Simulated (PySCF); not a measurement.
Cl$_{4}$SW, singlet, geometry from GFN2-xTB (such geometries of metal compounds can be far from the true shape) (core potentials on W). Base run: DF-PBE/def2-SVP in PySCF.

Input for PySCF:
```python
from pyscf import gto, scf, dft

mol = gto.Mole()
mol.atom = '''
    W     0.05136557   -0.02213398    0.05443562
    S     1.49823173   -0.64560426    1.58777894
    Cl   -1.46040727    0.62930529   -1.54769376
    Cl    0.27309176    2.15259903    0.49173666
    Cl    1.19778788   -0.92365033   -1.63163749
    Cl   -1.64416414   -1.15427854    0.95625937
'''
mol.basis = 'def2-svp'
mol.ecp = {'W': 'def2-svp'}
mol.verbose = 4
mol.build()

mf = dft.RKS(mol)
mf.xc = 'pbe'
mf = mf.density_fit(auxbasis='def2-universal-jkfit')
mf.kernel()
```

Variants of this job, named by their change:

```csv
change,ΔE vs base (µEh),SCF cycles,outcome
base,0.0,12,converged
init_guess = sap,0.0,19,converged
diis = off (with mf.max_cycle = 100),-,100,not converged
init_guess = 1e,0.0,21,converged
conv_tol = 1e-11,0.0,15,converged
solver = newton,0.0,-,converged
conv_tol = 1e-4,222,9,converged
diis_space = 20,0.0,12,converged
level_shift = 0.5 (with mf.max_cycle = 100),-,44,not converged
conv_tol = 1e-7,0.0,11,converged
conv_tol_grad = 1e-3,0.0,12,converged
solver = newton; init_guess = 1e,0.0,-,converged
damp = 0.5; diis_start_cycle = 5,0.0,22,converged
```
